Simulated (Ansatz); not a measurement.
Reaction (ligand exchange at the Si–N bond): `CCN([SiH3])C(C)(C)C` + `[OH][Sn][O][SiH3]` → `[SiH3][O][Sn][O][SiH3]` + `CCNC(C)(C)C`

Calculated with Ansatz (gas phase, PBE0-D4/def2-TZVP geometries, no zero-point term in ΔE). CCSD(T)/CBS is the MP2 limit (def2-TZVPP, def2-QZVPP) plus CCSD(T) − MP2 in def2-TZVPP, frozen cores. DFT in def2-TZVPP. HSE06 is defined as in plane-wave codes. def2 core potentials past Kr. For Sn outer-core shells are correlated without core-valence functions, which leaves a few kJ/mol of doubt a bond. Each species was taken in one conformer, which may not be the lowest.

```json
{"level": "revPBE-D4", "ΔE (kcal/mol)": "-11.5", "difference from CCSD(T)/CBS": "3.7"}
{"level": "BLYP-D4", "ΔE (kcal/mol)": "-14.3", "difference from CCSD(T)/CBS": "0.9"}
{"level": "r2SCAN-D4", "ΔE (kcal/mol)": "-14.7", "difference from CCSD(T)/CBS": "0.5"}
{"level": "PBE0-D4", "ΔE (kcal/mol)": "-14.0", "difference from CCSD(T)/CBS": "1.2"}
{"level": "HSE06-D4", "ΔE (kcal/mol)": "-14.0", "difference from CCSD(T)/CBS": "1.2"}
{"level": "r2SCAN", "ΔE (kcal/mol)": "-15.1", "difference from CCSD(T)/CBS": "0.1"}
{"level": "r2SCANh", "ΔE (kcal/mol)": "-15.4", "difference from CCSD(T)/CBS": "-0.2"}
{"level": "r2SCAN0", "ΔE (kcal/mol)": "-15.8", "difference from CCSD(T)/CBS": "-0.6"}
{"level": "HSE06", "ΔE (kcal/mol)": "-15.2", "difference from CCSD(T)/CBS": "0.0"}
{"level": "CAM-B3LYP", "ΔE (kcal/mol)": "-17.4", "difference from CCSD(T)/CBS": "-2.2"}
{"level": "MP2/def2-SVP", "ΔE (kcal/mol)": "-15.2", "difference from CCSD(T)/CBS": "0.0"}
{"level": "CCSD(T)/def2-SVP", "ΔE (kcal/mol)": "-15.6", "difference from CCSD(T)/CBS": "-0.4"}
{"level": "HF/def2-TZVPP", "ΔE (kcal/mol)": "-22.5", "difference from CCSD(T)/CBS": "-7.3"}
{"level": "SCS-MP2/def2-TZVPP", "ΔE (kcal/mol)": "-15.7", "difference from CCSD(T)/CBS": "-0.5"}
{"level": "CCSD/def2-TZVPP", "ΔE (kcal/mol)": "-16.1", "difference from CCSD(T)/CBS": "-0.9"}
{"level": "MP2/def2-QZVPP", "ΔE (kcal/mol)": "-14.5", "difference from CCSD(T)/CBS": "0.7"}
{"level": "CCSD(T)/CBS", "ΔE (kcal/mol)": "-15.2", "difference from CCSD(T)/CBS": "0"}
```

Largest T1 diagnostic among the species: 0.016.

In def2-TZVPP, CCSD(T) changes the Hartree–Fock value by +7.5 kcal/mol (the triples alone add +1.2 kcal/mol) and MP2 by +8.3 kcal/mol. From PBE to PBE0 (25 % exact exchange), in def2-TZVPP and without D4, ΔE moves by −1.0 kcal/mol.

CCSD(T)/CBS has its own doubt, a few kJ/mol and more with outer-core shells, so smaller differences from it don't rank the levels.
